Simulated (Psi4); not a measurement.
Pair of molecules, SMILES Cl with SMILES Br (the first has 2 atoms); geometry from B3LYP-D3(BJ)/def2-TZVP, rigid monomers moved along the line of their centres of mass till Cl1···H4 is 2.28 Å.
(charge 0, multiplicity 1):
```xyz
4

Cl     0.535    -0.466    -0.226
H      0.800     0.786    -0.124
Br     0.201    -0.317     3.437
H      0.279    -0.600     2.037
```

Calculation: SAPT0/aug-cc-pVDZ in Psi4.

Question: Which attractive term is largest, and how does the interaction split up?

Answer: electrostatics -4.69, exchange 9.45, induction -2.87, dispersion -2.92, total -1.04 kcal/mol; the largest attraction is electrostatics.
